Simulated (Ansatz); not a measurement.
**GeF2 (SMILES [F][Ge][F]): the electronic atomisation energy, rung by rung**

The species is GeF2 (3 atoms), meant as a singlet with charge 0. As SMILES, `[F][Ge][F]`. The shape comes from GFN2-xTB, which is rough for such elements, and wasn't checked as a minimum.

```xyz
3

Ge    0.0045   -0.0079   -0.8123
F     1.3208   -0.0187    0.4151
F    -1.3253    0.0267    0.3972
```

Each level gives the electronic atomisation energy (eV). The values are calculated. Electronic energies at fixed atoms, without zero-point motion or spin-orbit coupling.

| level | kind | program | value (eV) | less FCI/STO-3G | CPU time (all runs) |
| --- | --- | --- | --- | --- | --- |
| r2SCAN/STO-3G | meta-GGA | Ansatz | 11.19 | +3.27 | 25 s |
| BHLYP/STO-3G | global hybrid | Ansatz | 9.38 | +1.46 | 2.8 s |
| CAM-B3LYP/STO-3G | range-separated hybrid | Ansatz | 10.71 | +2.79 | 5.1 s |
| wB97X/STO-3G | range-separated hybrid | Ansatz | 10.17 | +2.25 | 19 s |
| B2PLYP/STO-3G | double hybrid | Ansatz | 9.72 | +1.80 | 3.3 s |
| MP2/STO-3G | perturbation theory | Ansatz | 7.30 | -0.62 | 0.45 s |
| CCSD(T)/STO-3G | coupled cluster or CI | Ansatz | 7.86 | -0.06 | 0.59 s |
| CCSD/STO-3G | coupled cluster or CI | Ansatz | 7.54 | -0.38 | 0.58 s |
| FCI/STO-3G | exact in the basis | Ansatz | 7.92 | 0.00 | 1.7 s |

FCI/STO-3G is exact within its basis and frozen core, so for wave-function methods in that basis the difference is their error; functionals converge differently with the basis, so for them it is only a difference. All-electron rows without a relativistic Hamiltonian named are non-relativistic. The values span 7.30 to 11.19 eV. Spin contamination of the reference (⟨S²⟩ at least 0.1 too high) touches r2SCAN/STO-3G, CAM-B3LYP/STO-3G, wB97X/STO-3G. All rows use very small basis sets, so none should be taken for the real molecule's value. In the correlated wave-function rows the outer d shell of Ge is correlated, in sets not made for it. Times are those of the runs behind each value, whatever else they computed, on shared processors of several kinds: orders of magnitude only.
